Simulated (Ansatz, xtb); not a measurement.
Two structures of LiPS2

Structure I is a singlet given by its coordinates and structure II is a singlet given by its coordinates. Both are isolated molecules in the gas phase, relaxed with B3LYP/6-31G*.

I (Å):

```xyz
4

Li   -0.6618   -0.8511    1.5346
P     0.0503    0.3167   -0.8437
S    -1.4781    0.9530    0.3356
S     0.9831   -1.2966   -0.0321
```

Close contacts (Å): Li1–S3 2.31, Li1–S4 2.31, P2–S3 2.03, P2–S4 2.03.

II (Å):

```
atom    x (Å)    y (Å)    z (Å)
  Li  -0.4541  -0.3648   0.5794
   P  -2.4832  -1.2461  -0.3989
   S  -4.1340  -1.9385  -1.1740
   S  -2.5920   0.3082   0.9394
```

Close contacts (Å): Li1–P2 2.42, Li1–S4 2.27, P2–S3 1.95, P2–S4 2.05.

Task: Estimate E(II) − E(I) at the level CCSD(T)/def2-TZVPP.

Result: Calculated at CCSD(T)/def2-TZVPP: E(II) − E(I) = +17.7 kcal/mol, so structure I lies lower.

The same difference at several levels:

| level | geometry | E(II) − E(I) (kcal/mol) | departure from the last row (kcal/mol) | job, with rough time for the two |
| --- | --- | --- | --- | --- |
| GFN2-xTB | GFN2-xTB | +9.7 | −8.0 | optimisation, 0.18 s |
| HF/STO-3G | GFN2-xTB | +39.5 | +21.8 | single point, 0.34 s |
| r2SCAN-D4/def2-SVP | GFN2-xTB | +17.5 | −0.2 | single point, 3.9 s |
| B3LYP/6-31G* | B3LYP/6-31G* | +18.8 | +1.1 | optimisation, 27 s |
| HF/def2-TZVPP | B3LYP/6-31G* | +19.3 | +1.6 | part of the CCSD(T) run |
| MP2/def2-TZVPP | B3LYP/6-31G* | +16.8 | −0.8 | part of the CCSD(T) run |
| CCSD(T)/def2-TZVPP | B3LYP/6-31G* | +17.7 |  | single point, 47 s |

The levels shown agree on the order. The largest departure from CCSD(T)/def2-TZVPP is that of HF/STO-3G, 21.8 kcal/mol.

With harmonic frequencies from B3LYP/6-31G* (ideal gas, rigid rotor, one conformer each, 298.15 K, 1 atm): on the last row, ΔE + ΔZPE = +17.5, ΔH = +17.7, ΔG = +16.8 kcal/mol.

The T1 diagnostic of structure I is large, so the coupled-cluster value is less sure. The correlated steps freeze 15 core orbitals; the last core shell of Li is correlated, in a basis made for valence electrons. Codes used: Ansatz 0.2.0, xtb 6.7.1; the last row on 1 thread of Arm Neoverse V1 on a shared host.
